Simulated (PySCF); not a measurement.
Compound: (HBe-mu-F)2.
Structure used (PBE0-D3(BJ)/def2-SVP), in Å, numbered top down from 1:
```xyz
6
Be2F2H2 angstrom
Be     0.8081    0.2872   -0.7515
H      1.7526    0.6215   -1.6302
F     -0.4993   -0.6245   -0.7756
Be    -0.8091   -0.2885    0.7500
H     -1.7510   -0.6195    1.6329
F      0.4987    0.6236    0.7745
```

Level of theory: PySCF, PBE0-D3(BJ)/def2-SVP geometry optimisation, gas phase.

Q: Which atoms are bound to Be1, and at what distances?

A: 3 atoms: H2 1.333 Å, F6 1.593 Å, F3 1.594 Å. The nearest atom not counted as bound is Be4, at 2.28 Å.

Q: List the angles at Be1.

A: 
| angle | degrees | distance of the outer atoms (Å) |
| --- | --- | --- |
| H2–Be1–F6 | 135.8 | 2.71 |
| H2–Be1–F3 | 135.6 | 2.71 |
| F3–Be1–F6 | 88.6 | 2.23 |

Q: What is the shape at Be1?

A: Planar: angles 135.8°, 135.6° and 88.6°, sum 360.0°, 0.00 Å off the plane of its three neighbours.

Q: Give some angles away from the centre.

A: Be1–F3–Be4 91.4°.

Q: What are the rotational constants (commonest isotopes, rigid rotor)?

A: A = 14131, B = 10734, C = 6100 MHz: an asymmetric top.

Point group: D2h (every atom within 0.08 Å of its image). Charge 0, singlet. Whether it is a minimum is left open (no frequencies).

One conformer stands for the species.
